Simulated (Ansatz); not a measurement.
Species: C5H4F (charge -1, singlet). It need not be the lowest isomer of its formula. Whether it binds its extra electron was not tested at this geometry. SMILES: C1=CC[C-]=C1F
Coordinates optimised at B3LYP-D3(BJ)/def2-TZVP (Ansatz, a quantum-chemistry and plane-wave program):
```xyz
10

F      1.9468    -0.7710     0.0731
C      0.6029    -0.3727     0.0369
C     -0.4649    -1.1795     0.1283
C     -1.6002    -0.1494     0.0237
C     -0.9874     1.2336    -0.1271
C      0.3485     1.0553    -0.1145
H     -2.2556    -0.3871    -0.8266
H     -2.2473    -0.2014     0.9111
H     -1.5180     2.1750    -0.2252
H      1.1068     1.8287    -0.2008
```
Charge -1, spin multiplicity 1.

Parts of the frozen-core correlation energy in cc-pVDZ (Ansatz, hartree). Frozen orbitals: 6; correlated occupied orbitals by spin: 16 and 16; virtual: 82 and 82. Spin-orbit coupling is left out. Non-relativistic. The restricted reference is unstable.

| term | value |
|---|---|
| reference (HF) | -291.00342 |
| MP2 opposite-spin | -0.62176 |
| MP2 same-spin | -0.22321 |
| CCSD correlation | -0.88240 |
| (T) | -0.03352 |
| T1 diagnostic | 0.014 |
| largest doubles amplitude | 0.074 |
